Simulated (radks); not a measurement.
Values are calculated unless marked as measured or tabulated.
Ionisation of neutral lithium, [He] 2s1, to [He] as the strength of local exchange is varied. Code: a radial shooting solver on a logarithmic mesh with Libxc functionals. Model: non-relativistic Kohn-Sham, Slater X-alpha exchange (alpha = 2/3 is LDA exchange), no correlation, spin-unpolarised, spherical densities, point nucleus; without spin polarisation the odd electron is poorly described.

\begin{tabular}{lrrrrr}
alpha & E(Li) (hartree) & exchange (hartree) & IE (eV) & -e of the level emptied (eV) & <r> of it (bohr) \\ \hline
0.556 & -6.93158 & -1.20945 & 4.123 & 1.770 (2s) & 4.348 \\
0.598 & -7.02331 & -1.31138 & 4.273 & 1.910 (2s) & 4.261 \\
0.667 & -7.17562 & -1.48203 & 4.524 & 2.152 (2s) & 4.125 \\
0.775 & -7.41804 & -1.75715 & 4.935 & 2.554 (2s) & 3.931 \\
0.963 & -7.85170 & -2.25933 & 5.695 & 3.326 (2s) & 3.637 \\
1.027 & -8.00272 & -2.43703 & 5.967 & 3.610 (2s) & 3.548 \\
\end{tabular}

NIST Atomic Spectra Database: 5.392 eV (measured). The Delta-SCF value meets it near alpha = 0.89. Spin polarisation and multiplet splitting are left out, so open shells lie too high by an amount that depends on their filling.
